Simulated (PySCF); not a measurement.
Job file and geometry (Å, from GFN2-xTB) of an NMR shielding run on `C#CCS(=O)(=O)OC`, C₄H₆O₃S, GIAO PBE0/pcSseg-1 NMR shielding, non-relativistic, gas phase (PySCF 2.14.0, density-fitted response routines); density fitting, a coarse starting grid and PySCF grid level 2 are the driver's defaults:

```
{"job": {"kind": "nmr", "xc": "PBE0", "basis": "pcSseg-1"}, "charge": 0, "multiplicity": 1}
C      2.573694    -0.758495     0.288375
C      1.762429     0.045808     0.646504
C      0.760616     0.984244     1.046510
S     -0.504325     1.081043    -0.270355
O     -1.697208     1.614574     0.317480
O      0.047843     1.706143    -1.420852
O     -0.748172    -0.458414    -0.651776
C     -1.565001    -1.213500     0.218049
H      3.295790    -1.453624    -0.020293
H      0.238029     0.685208     1.951473
H      1.158854     1.990471     1.147880
H     -0.951195    -1.706456     0.976955
H     -2.295327    -0.554077     0.692348
H     -2.076704    -1.963398    -0.384415
```

Q: What does the program print?

A: 
```
coarse grid: 12952 points
cycle   1  E = -778.7731781753  dE =  2.044e+00  |g| = 1.217e+00  |ddm| = 3.826e+00
cycle   2  E = -778.1823615078  dE =  5.908e-01  |g| = 2.182e+00  |ddm| = 2.995e+00
cycle   3  E = -779.0260079147  dE = -8.436e-01  |g| = 2.575e-01  |ddm| = 2.188e+00
cycle   4  E = -779.0372266400  dE = -1.122e-02  |g| = 1.322e-01  |ddm| = 2.853e-01
cycle   5  E = -779.0406178323  dE = -3.391e-03  |g| = 4.178e-02  |ddm| = 9.693e-02
cycle   6  E = -779.0409966291  dE = -3.788e-04  |g| = 1.442e-02  |ddm| = 3.718e-02
cycle   7  E = -779.0410399835  dE = -4.335e-05  |g| = 3.181e-03  |ddm| = 1.174e-02
cycle   8  E = -779.0410419636  dE = -1.980e-06  |g| = 6.332e-04  |ddm| = 2.690e-03
final grid: 122440 points
cycle   9  E = -779.1237955676  dE = -2.294e-05  |g| = 1.252e-02  |ddm| = 3.420e-02
cycle  10  E = -779.1237667909  dE =  2.878e-05  |g| = 1.754e-02  |ddm| = 2.463e-02
cycle  11  E = -779.1238250394  dE = -5.825e-05  |g| = 2.373e-03  |ddm| = 1.522e-02
cycle  12  E = -779.1238261755  dE = -1.136e-06  |g| = 5.373e-04  |ddm| = 2.001e-03
cycle  13  E = -779.1238262329  dE = -5.737e-08  |g| = 2.093e-04  |ddm| = 4.724e-04
cycle  14  E = -779.1238262432  dE = -1.030e-08  |g| = 3.181e-05  |ddm| = 1.655e-04
cycle  15  E = -779.1238262433  dE = -1.585e-10  |g| = 1.731e-05  |ddm| = 4.106e-05
converged SCF energy = -779.1238262433

GIAO shielding tensors (ppm)
atom      isotropic    diamagn.    paramagn.     s11        s22        s33       span
  0 C      101.765     258.338    -156.573     28.940     32.595    243.761    214.821
  1 C      110.544     265.398    -154.854     15.745     20.003    295.885    280.140
  2 C      139.522     255.467    -115.945    112.228    127.133    179.204     66.976
  3 S      188.600    1051.918    -863.319     35.530    156.243    374.025    338.495
  4 O      109.376     399.369    -289.993     61.569     93.191    173.368    111.799
  5 O      109.481     398.734    -289.252     75.386    115.669    137.389     62.003
  6 O      169.667     404.373    -234.705     52.242    145.340    311.421    259.179
  7 C      132.194     246.679    -114.485    102.687    107.956    185.940     83.253
  8 H       29.727      34.643      -4.916     24.676     24.903     39.603     14.927
  9 H       28.011      30.241      -2.231     24.339     28.026     31.667      7.329
 10 H       27.857      26.964       0.893     23.953     27.370     32.247      8.295
 11 H       28.088      30.924      -2.835     23.353     26.900     34.012     10.659
 12 H       27.244      29.795      -2.550     23.306     26.727     31.700      8.394
 13 H       27.608      28.617      -1.009     23.444     25.110     34.269     10.826
```

Q: Turn these shieldings into chemical shifts. Scale: 13C (186.93 ppm) and 1H (31.72 ppm) against TMS; CS2 for 33S (503.73 ppm); H2O for 17O (336.08 ppm) (reference shieldings calculated alike).

A: Averaging equivalent atoms: C 0: 85.2; C 1: 76.4; C 7: 54.7; C 2: 47.4; S 3: 315; O 4/5: 226.7; O 6: 166.4; H 11/12/13: 4.07; H 9/10: 3.78; H 8: 1.99 ppm. Experimental scales use liquid or dissolved standards, which lie at an offset from isolated H2O (liquid H2O: subtract about 36 ppm).

Size and cost of the density-fitted run: 173 basis functions, 20 s wall time on 1 thread of an Arm Neoverse V2, shared host.
